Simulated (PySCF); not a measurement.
Computed with PBE-D3(BJ)/def2-TZVP // PBE-D3(BJ)/def2-SVP run with PySCF 2.14.0. Isolated molecules, 0 K electronic values unless said otherwise. Excitations are Tamm–Dancoff values on a coarser integration grid. The basis has no diffuse functions, so Rydberg states are missing or too high.

Reference species (SMILES): `N#Cc1cc2cc([SiH3])ccc2s1` (neutral, multiplicity 1).

S1 excitation (TDA): 3.81 eV
T1 excitation (TDA): 2.78 eV
brightest of the four lowest singlets (TDA): 4.72 eV
HOMO: -6.15 eV

Changed species: `N#Cc1cc([SiH3])c2ccsc2c1`.

Give the shifts of the S1 excitation (TDA), T1 excitation (TDA), brightest of the four lowest singlets (TDA) and HOMO.

the S1 excitation (TDA) rises by 0.05 eV, to 3.86 eV; the T1 excitation (TDA) rises by 0.09 eV, to 2.87 eV; the brightest of the four lowest singlets (TDA) increases by 0.11 eV, to 4.83 eV; the HOMO rises by 0.06 eV, to -6.09 eV.
